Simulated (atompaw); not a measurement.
## Which change was made? (Dy, PAW (atompaw))

atompaw 4.2.0.5 input, output lines left out:

```
Dy 66
GGA-PBESOL scalarrelativistic loggrid 2001 logderivrange -2 5 176
6 6 5 4 0 0
6 1 0
5 2 1
4 3 9
0 0 0
c
c
c
c
c
v
c
c
c
c
v
c
c
v
c
2
3.00 2.80 2.10 2.20
y
3.95
n
y
1.6
n
y
1.55
n
custom polynom vanderbiltortho sinc
bessel
3.00
3.00
3.00
3.00
3.00
3.00
```

Cutoffs, loose and tight: the cutoffs (Ry, on a coarse ladder) from which the occupation-weighted sum of valence levels, in a spherical-Bessel basis at the reference potential, stays within 10 and 1 mRy of its value at 400 Ry. They see the waves, projectors and local potential, not the compensation charge or the core.

The base gives: outcome: generated; cutoff, loose: 8 Ry; cutoff, tight: 10 Ry; bound ghosts: s, p.

**Question.** After one change the result is: outcome: generated; cutoff, loose: 10 Ry; cutoff, tight: 21 Ry; bound ghosts: none. Which change was it?
A. wave 6s channel at 3.95 Ry: rc 3.00 bohr becomes 6s channel at 3.95 Ry: rc 2.48 bohr
B. augmentation sinc compensation charge, radius 2.80 bohr; PAW radius 3.00 bohr; waves and projectors: custom polynom2 7 10 vanderbiltortho
C. core [Kr] 4d10, valence charge 20; reference 4f10 5s2 5p6 5d0 6s1.75 6p0.25; waves now 5s (bound): rc 1.45 bohr; 6s (bound): rc 3.00 bohr; 5p (bound): rc 2.30 bohr; 6p (bound): rc 3.00 bohr; 5d (bound): rc 3.00 bohr; 5d channel at 0.7 Ry: rc 3.00 bohr; 4f (bound): rc 0.95 bohr; 4f channel at 4.9 Ry: rc 0.95 bohr; local potential bessel scheme, radius 2.45 bohr; core correction smooth core density matched at 1.55 bohr; augmentation sinc compensation charge, radius 2.70 bohr; PAW radius 3.00 bohr; waves and projectors: custom polynom vanderbiltortho
D. all radii scaled by about 1.20 (s 3.60, p 3.60, d 3.60 bohr); local potential bessel scheme, radius 2.52 bohr; augmentation sinc compensation charge, radius 3.36 bohr; PAW radius 3.60 bohr; waves and projectors: custom polynom vanderbiltortho; core correction smooth core density matched at 2.64 bohr

**Answer.** B. The others give: all radii scaled by about 1.20 (s 3.60, p 3.60, d 3.60 bohr); local potential bessel scheme, radius 2.52 bohr; augmentation sinc compensation charge, radius 3.36 bohr; PAW radius 3.60 bohr; waves and projectors: custom polynom vanderbiltortho; core correction smooth core density matched at 2.64 bohr → outcome: generated; cutoff, loose: 6 Ry; cutoff, tight: 8 Ry; bound ghosts: p | wave 6s channel at 3.95 Ry: rc 3.00 bohr becomes 6s channel at 3.95 Ry: rc 2.48 bohr → outcome: generated; cutoff, loose: 8 Ry; cutoff, tight: 10 Ry; bound ghosts: p | core [Kr] 4d10, valence charge 20; reference 4f10 5s2 5p6 5d0 6s1.75 6p0.25; waves now 5s (bound): rc 1.45 bohr; 6s (bound): rc 3.00 bohr; 5p (bound): rc 2.30 bohr; 6p (bound): rc 3.00 bohr; 5d (bound): rc 3.00 bohr; 5d channel at 0.7 Ry: rc 3.00 bohr; 4f (bound): rc 0.95 bohr; 4f channel at 4.9 Ry: rc 0.95 bohr; local potential bessel scheme, radius 2.45 bohr; core correction smooth core density matched at 1.55 bohr; augmentation sinc compensation charge, radius 2.70 bohr; PAW radius 3.00 bohr; waves and projectors: custom polynom vanderbiltortho → outcome: generated; cutoff, loose: 230 Ry; cutoff, tight: over 300 Ry; bound ghosts: none.
